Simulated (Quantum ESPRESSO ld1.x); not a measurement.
I7+, 46 electrons, occupied as [Kr] 4d10. All-electron calculation, Dirac Kohn-Sham, BLYP, spin-unpolarised, spherical densities, point nucleus. Program: ld1.x of Quantum ESPRESSO 7.5. Some entries of the table are withheld. Estimate them.

orbital  occ.  eigenvalue (hartree)  <1/r> (bohr^-1)
1s1/2       2            -1214.9294            56.85
2s1/2       2             -190.5253            13.27
2p1/2       2             -178.9865            13.25
2p3/2       4             -168.0009            12.22
3s1/2       2                   (1)            4.731
3p1/2       2              -36.3737            4.642
3p3/2       4              -34.3059            4.387
3d3/2       4              -25.8949              (2)
3d5/2       6              -25.4599              (3)
4s1/2       2               -9.9535            1.909
4p1/2       2                   (4)            1.802
4p3/2       4                   (5)            1.720
4d3/2       4               -5.1673            1.487
4d5/2       6               -5.1012            1.467
5s1/2       0                   (6)           0.7983
5p1/2       0                   (7)           0.7311
5p3/2       0                   (8)           0.7092

Answer. 
(1) 3s1/2 eigenvalue (hartree): -41.1453
(2) 3d3/2 <1/r> (bohr^-1): 4.242
(3) 3d5/2 <1/r> (bohr^-1): 4.177
(4) 4p1/2 eigenvalue (hartree): -8.2818
(5) 4p3/2 eigenvalue (hartree): -7.8731
(6) 5s1/2 eigenvalue (hartree): -3.5035
(7) 5p1/2 eigenvalue (hartree): -3.0133
(8) 5p3/2 eigenvalue (hartree): -2.9344
